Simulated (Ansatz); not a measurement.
# Which isomer of C3H6Ge gives these data?

These gas-phase data were calculated for one isomer of C3H6Ge at r2SCAN-D4/def2-SVP (harmonic, unscaled wavenumbers; equilibrium rotational constants with average atomic masses):

* rotational constants: 16.16, 2.126, 1.948 GHz
* all wavenumbers above 1500 cm⁻¹: 3478, 3101, 3041, 2206, 2175, 2169, 2146

Candidates:

(1) `C#C[CH2][GeH3]`, a singlet
(2) `C=C=[CH][GeH3]`, a singlet
(3) `C#[C][GeH2][CH3]`, a singlet

Question: Which candidate do the data belong to? Where the bands don't settle it, estimate the moments of inertia from typical bond lengths.

Answer: Candidate (1). The band at 3478 cm⁻¹ lies where the ≡C–H stretch is expected; (2) has no mode between 3300 and 3560 cm⁻¹. The rotational constants decide the rest: (3) would give 10.65, 2.903, 2.384 GHz.

The same quantities for all candidates:

```
     rotational constants (GHz)               wavenumbers above 1500 cm⁻¹  E above the lowest, r2SCAN-D4/def2-SVP (kcal/mol)
(1)         16.16, 2.126, 1.948  3478, 3101, 3041, 2206, 2175, 2169, 2146                                                7.0
(2)         20.23, 1.926, 1.821  3220, 3130, 3127, 2175, 2145, 2144, 2042                                                0.7
(3)         10.65, 2.903, 2.384  3459, 3169, 3166, 3051, 2155, 2153, 2129                                                0.0
```

Harmonic stretches to hydrogen usually lie a few per cent above observed fundamentals. Programs: Ansatz 0.2.0.
